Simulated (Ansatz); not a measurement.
Species: WCl2, charge 0, multiplicity 5. The spin state was set by rule; other spins were not relaxed. SMILES: [Cl][W][Cl]
Geometry: optimised at B3LYP-D3(BJ)/def2-TZVP (Ansatz, a quantum-chemistry and plane-wave program).

Wanted: vertical ionisation energy (to the quartet state of charge +1; each state is the SCF solution reached for its spin), in eV. Correlated levels leave the core frozen unless marked. Open shells are spin-unrestricted. Spin-orbit coupling is left out. Frozen are the shells of the preceding noble gas and the d and f shells that filled before the atom's block. Past Kr the def2 sets carry scalar-relativistic core potentials. Basis-set limits of correlation are two-point, X^-3; Hartree-Fock from the larger set. The bracket is a focal-point correction in the basis named.

| level | program | vertical ionisation energy (eV) |
|---|---|---|
| HF/def2-SVPD | Ansatz | 8.42 |
| HF/def2-QZVPPD | Ansatz | 8.17 |
| SVWN5/def2-TZVPD | Ansatz | 8.18 |
| PBE/def2-TZVPD | Ansatz | 8.06 |
| r2SCAN/def2-TZVPD | Ansatz | 8.26 |
| B3LYP/def2-TZVPD | Ansatz | 8.22 |
| PBE0/def2-TZVPD | Ansatz | 8.37 |
| wB97X-V/def2-TZVPD | Ansatz | 8.32 |
| B2PLYP/def2-TZVPD | Ansatz | 8.11 |
| MP2/def2-TZVPPD | Ansatz | 8.24 |
| RI-MP2/CBS(def2-TZVPPD,def2-QZVPPD) | Ansatz | 8.31 |
| CCSD/def2-TZVPPD | Ansatz | 8.33 |
| CCSD(T)/def2-SVPD | Ansatz | 8.17 |
| CCSD(T)/def2-TZVPPD | Ansatz | 8.18 |
| RI-MP2/CBS(def2-TZVPPD,def2-QZVPPD)+[CCSD(T)-MP2]/def2-TZVPPD | Ansatz | 8.24 |
